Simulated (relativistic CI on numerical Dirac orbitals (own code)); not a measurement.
**Fe5+: L-alpha,beta X-ray emission**

Computed with this model: Dirac-Coulomb-Breit CI, separate exchange-only KLI orbitals for each configuration, model QED (radiative potential, 1s self-energy scaled to tabulated hydrogen-like ionisation energies), valence Slater integrals scaled by 0.8, multiplet model of X-ray emission after core ionisation; configurations [Ar] 3d3 → [He] 2s2 2p5 3s2 3p6 3d3 → [Ar] 3d2; 300 K; Lorentzian 0.6 eV and Gaussian 0.5 eV FWHM. Energies are those of the free ion, without screening or charge transfer. S is read from ⟨S²⟩ = S(S + 1).

Field parameters in Wybourne normalisation: D4h B²₀ = −7Ds, B⁴₀ = 21(Dq − Dt), B⁴₄ = 21√(5/14) Dq; Oh B⁴₀ = 21Dq, B⁴₄ = √(5/14) B⁴₀; Td as Oh with Dq negative (B⁴₀ = 21Dq, B⁴₄ = √(5/14) B⁴₀). The field is a parameter set, without covalency.

Peaks in eV (height, largest 100): 719.3 (30), 724.0 (14), 725.5 (24), 727.6 (35), 729.6 (26), 730.5 (27), 731.8 (95), 732.5 (100), 735.8 (17).

(1) Which surroundings give this spectrum?
A. Oh, 10Dq = 19200 cm⁻¹
B. Oh, 10Dq = 12600 cm⁻¹
C. Td, 10Dq = -17050 cm⁻¹
D. free ion

## Answers

(1) A. Oh, 10Dq = 19200 cm⁻¹, where the ground state has S = 1.50.
